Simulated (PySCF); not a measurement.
**Ionisation energy of In⁺ by level of theory**

In⁺ [Kr] 4d10 5s2 (1S) → In²⁺ [Kr] 4d10 5s1 (2S), as a difference of total energies. All numbers are calculated (PySCF 2.14, scalar relativity through the core potential, in cc-pVTZ-PP with ECP28MDF). Correlated levels: valence: 4s2 4p6 4d10 frozen. The calculations carry no spin-orbit coupling.

```csv
method,ionisation energy (eV)
UHF,17.012
PBE0,18.716
M06-L,18.667
MP2 (valence),17.645
SCS-MP2 (valence),17.771
CCSD (valence),17.901
```

Errors of the correlated levels include the incompleteness of this basis and the frozen core.

With two correlated electrons CCSD is exact in that space.

Which method comes closest to the reference value, and which is furthest?

The reference is 18.870 eV (measured; NIST Atomic Spectra Database, ionization energies). Closest: PBE0 (error -0.154 eV); furthest: UHF (error -1.858 eV).
